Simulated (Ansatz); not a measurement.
## Abstraction of H: SiH2(CH3)2 + In(CH3)Cl → SiH(CH3)2 + InH(CH3)Cl

Gas-phase species: SiH2(CH3)2 (dimethylsilane), singlet; In(CH3)Cl, doublet; SiH(CH3)2, doublet; InH(CH3)Cl, singlet. A radical takes H: the energy is the difference in strength between the Si–H bond broken and the In–H bond made.

Shapes, held fixed at every level: PBE0-D4/def2-TZVP. Programs: Ansatz 0.2.0. The zero-point and thermal change to 298 K, harmonic and unscaled (PBE0-D4/def2-TZVP), is -5.3 kJ/mol.

Question: Estimate ΔH(298 K) of this reaction.

Answer: The highest level, CCSD(T)/def2-TZVPP, gives ΔH(298 K) = +100.5 kJ/mol; the levels span +96.0 to +110.4. The column of differences is taken from that level and isn't an error. No measured value is set beside it here. Spin contamination: In(CH3)Cl (⟨S²⟩ up to 0.78). Open shells run unrestricted. For atoms past krypton def2 sets carry core potentials with scalar relativity. Outer-core shells of In are correlated, in sets that cover them unevenly.

| level | kind | ΔH(298 K) (kJ/mol) | less CCSD(T)/def2-TZVPP |
| --- | --- | --- | --- |
| MP2/def2-SVP | perturbation theory | +96.0 | -4.5 |
| MP2/def2-TZVPP | perturbation theory | +98.6 | -1.9 |
| HF/def2-SVP | Hartree–Fock | +100.9 | +0.4 |
| r2SCAN-D4/def2-TZVPP | meta-GGA | +100.9 | +0.4 |
| BHLYP-D4/def2-TZVPP | global hybrid | +110.4 | +9.9 |
| PBE0-D4/def2-TZVPP | global hybrid | +99.3 | -1.2 |
| r2SCAN0-D4/def2-TZVPP | global hybrid | +99.5 | -1.0 |
| CCSD(T)/def2-TZVPP | coupled cluster or CI | +100.5 | 0.0 |
